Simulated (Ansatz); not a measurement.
Mulliken charges of `N#[C][Al]([F])[F]` from ωB97M-V/def2-TZVPP in Ansatz (PBE0-D4/def2-TZVP geometry).

```tsv
atom	x (Å)	y (Å)	z (Å)	charge (e)
N1	1.528	-1.249	1.352	0.004
C2	0.794	-0.652	0.694	-0.307
Al3	-0.420	0.334	-0.393	0.920
F4	-1.703	-0.425	-1.042	-0.309
F5	-0.150	1.918	-0.652	-0.309
```

Q: By hand: the dipole of these point charges (1 e Å = 4.8032 D).

A: Σ q r = (-0.051, 0.041, -0.046) e Å, of length 0.080 e Å = 0.38 D.

Q: How does the dipole of the full density compare? (Best estimate.)

A: Computed: (-0.240, 0.195, -0.215) e Å, 1.81 D; the point charges give 0.21 times that, at 0° from its direction.

Point charges leave out the atoms' own dipoles, such as those of lone pairs, and Mulliken's split depends on the basis, so the two needn't agree.
